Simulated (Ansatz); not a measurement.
A made-up structure of CH3ISi, singlet:

```
6
angstrom
Si -0.6610 0.2189 -0.5672
C 0.5299 0.0071 0.6341
I 1.8748 -1.5659 0.6785
H -0.8229 -0.7250 -1.6886
H -1.5819 1.3734 -0.5199
H -0.0668 1.3877 -0.0220
```

It is relaxed with PBE-D4/def2-SVP and then PBE0-D4/def2-TZVP (Ansatz 0.2.0). Atoms count as bonded within 1.22 times the sum of their covalent radii (H–H: 0.88 Å). The end point is not checked to be a true minimum.

Task: Does its bonding change? (Judge from chemistry; the calculation decides.)

Result: By the calculation: Yes. Formed: C2–H6; broken: Si1–H6.

Where it ends: The first stage lowers the energy by 4.27 eV in 13 steps. It ends as CH₃ISi ([SiH2][CH][I]):
Si1  (-0.853, 0.202, -0.762)
C2  (0.479, 0.264, 0.300)
I3  (1.877, -1.250, 0.507)
H4  (-1.112, -0.961, -1.630)
H5  (-1.802, 1.331, -0.844)
H6  (0.683, 1.110, 0.944)
(Å)

Labels in which every atom is bracketed show which atoms are joined, not bond orders.

For scale, one of the runs: PBE0-D4/def2-TZVP relaxation, 136 basis functions, launched by `ansatz run in.yaml --threads 2 --pin off --events-out ev --progress --plain --max-ram 4352MiB`. Hardware: 2 CPU threads of an Intel Xeon Platinum 8223CL, shared host. Wall time about 13 s.
